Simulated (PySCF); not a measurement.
CH4BIO, SMILES O(C)BI. Heavy atoms are numbered as in [BH:1]([I:3])[O:4][CH3:5]. Hydrogens are named by the atom that carries them.

Geometry optimised at PBE0-D3(BJ)/def2-SVP. The def2 effective core potentials stand for the cores of I; spin–orbit coupling is left out. Other conformers were not sampled.

Computed with PBE/def2-TZVP run with PySCF.

ESP charges are fitted to the potential on shells at 1.4 to 2.0 van der Waals radii. Atomic charges (e), one atom of each kind:

```tsv
atom	Löwdin	Mulliken	ESP fit
B1 (BH)	?	-0.03	0.17
H on B1	?	0.01	-0.04
I3	0.45	-0.05	-0.13
O4	?	-0.12	-0.17
C5 (CH3)	-0.30	-0.19	-0.19
H on C5	0.12	0.14	0.13
```

Some entries are withheld; supply them. (Estimate from the structure and the level; the computed values follow.)


- B1 (BH), Löwdin: -0.93
- H on B1, Löwdin: 0.05
- O4, Löwdin: 0.38

Give the Mayer and Wiberg (Löwdin basis) orders of the bonds. (Estimate from the structure and the level; the computed values follow.)


```csv
bond,Mayer,Wiberg
B1–I3,1.25,1.97
B1–O4,1.45,2.03
O4–C5,0.92,1.39
```
